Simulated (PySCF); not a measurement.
Species: F2H3PSi.
SMILES with atom numbers: `[F:1][P:2]([F:3])[SiH3:4]` (hydrogens: H5, H6, H7 on Si4)

Computed with PySCF 2.14.0, PBE0-D3(BJ)/def2-SVP geometry optimisation, gas phase.

List the bond lengths and angles at this level.

```
                  bond  length (Å)   order
          F1–P2, P2–F3       1.624  single
                P2–Si4       2.306  single
Si4–H5, Si4–H6, Si4–H7       1.492  single
```

Bonds in one row agree within 0.01 Å and their mean is given. Orders are formal, as drawn. A selection of angles:
```
    angle  degrees
 F1–P2–F3     98.9
F1–P2–Si4     95.6
P2–Si4–H5    108.9
P2–Si4–H6    107.7
H5–Si4–H6    110.7
H6–Si4–H7    109.9
```

Si4 (SiH3 silicon) is tetrahedral (angles from 107.7° to 110.8°). P2 (three-coordinate phosphorus) is pyramidal (angles 98.9°, 95.6° and 94.7°, sum 289.2°, 0.91 Å off the plane of its three neighbours).

Point group: Cs (tolerance 0.08 Å). Not checked by PBE0-D3(BJ)/def2-SVP frequencies.
